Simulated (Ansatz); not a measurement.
Coupled-cluster run, `[Cl][Ti]([Cl])([I])[I]`.

```yaml
crystal:
  periodic: [false, false, false]
  atoms:
    - {symbol: Cl, position_ang: [-0.491919, -0.395715, 2.117572]}
    - {symbol: Ti, position_ang: [0.056314, -0.073280, 0.052300]}
    - {symbol: Cl, position_ang: [1.793346, -1.252403, -0.459806]}
    - {symbol: I, position_ang: [-1.875509, -0.729536, -1.442446]}
    - {symbol: I, position_ang: [0.567568, 2.377234, -0.308920]}
basis:
  gaussian: {orbitals: def2-TZVPP}
correlation: {method: ccsd_t}
output: {orbitals: {seedname: orbitals}}
```

```sh
$ ansatz run in.yaml --threads 4 --pin off --events-out ev --progress --plain --max-ram 11315MiB
```

The program prints (abridged):

```
Functional definition: HF
1900 factors; integrals over basis functions are off by at most 7.7e-4 eV
mean field evaluation 1: about -64239.7537 eV, gradient 4.5e1 eV
mean field evaluation 2: about -64239.9097 eV, gradient 4.5e1 eV
mean field evaluation 4: about -64245.2773 eV, gradient 1.2e1 eV
mean field evaluation 8: about -64245.6530 eV, gradient 1.0e0 eV
mean field evaluation 16: about -64245.6664 eV, gradient 1.7e-6 eV
mean field -64245.66641390 eV, -2360.9846934340 hartree, gradient 1.9e-6 eV, S^2 0.000000; 0 other end points of the search recorded, 0 dependent functions left out
23 core orbitals not correlated: weight in the atoms' cores, before any rotation towards them, 1.000 or more for the frozen orbitals, at most 0.000 for the correlated occupied ones
reference -64245.66641390 eV, -2360.9846934340 hartree; 30, 30 occupied and 195, 195 virtual orbitals, 1900 factors
second order -49.91537362 eV of doubles, -0.00000000 eV of singles
cycle   1  -45.31822499 eV  change     4.6e0 eV  update   4.1e-1
cycle   2  -47.53106484 eV  change    -2.2e0 eV  update   4.4e-1
cycle   3  -48.02914521 eV  change   -5.0e-1 eV  update   9.1e-2
cycle   4  -48.07605152 eV  change   -4.7e-2 eV  update   4.7e-2
cycle   5  -48.02529441 eV  change    5.1e-2 eV  update   2.1e-2
cycle   6  -48.01127986 eV  change    1.4e-2 eV  update   7.0e-3
cycle   7  -48.01333965 eV  change   -2.1e-3 eV  update   4.0e-3
cycle   8  -48.01416775 eV  change   -8.3e-4 eV  update   2.4e-3
cycle   9  -48.01351791 eV  change    6.5e-4 eV  update   1.2e-3
cycle  10  -48.01404662 eV  change   -5.3e-4 eV  update   4.9e-4
cycle  11  -48.01475424 eV  change   -7.1e-4 eV  update   2.4e-4
cycle  12  -48.01429299 eV  change    4.6e-4 eV  update   1.2e-4
cycle  13  -48.01420498 eV  change    8.8e-5 eV  update   9.1e-5
cycle  14  -48.01422192 eV  change   -1.7e-5 eV  update   4.7e-5
perturbative correction -2.30110394 eV, -0.0845640099 hartree
Total energy: -64295.98173975 eV, -2362.8337475543 hartree
```

It took 6.4 min on 4 threads of an Intel Xeon Platinum 8259CL on a shared host, with 6.4 GiB of host memory at the peak.

The correlation energy is -50.315 eV, 4.6 % of it from (T); the T1 diagnostic reads 0.0238.
